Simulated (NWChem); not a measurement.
C3H4BF2N; SMILES C1(F)B(NCC=1)F

```xyz
11

F      2.1546     0.2130     0.0000
B      0.8689    -0.1296     0.0000
N      0.3730    -1.4417     0.0000
C     -1.0719    -1.4582     0.0000
C     -1.4843    -0.0178     0.0000
C     -0.4048     0.7807     0.0000
F     -0.4429     2.1079     0.0000
H      0.8884    -2.3100     0.0000
H     -1.4766    -1.9818    -0.8869
H     -1.4766    -1.9818     0.8869
H     -2.5297     0.2974     0.0000
```
Atoms are numbered in this order, from 1.

Computed with NWChem. The geometry was optimised at PBE0/def2-SVP.

For level LDA (Slater exchange, VWN5)/def2-SVP:

```yaml
highest occupied level (eV): -6.12
dipole (D): 3.55
```

Problem. What are these values for level PBE/def2-SVP?

Solution. highest occupied level (eV): -5.94
dipole (D): 3.37
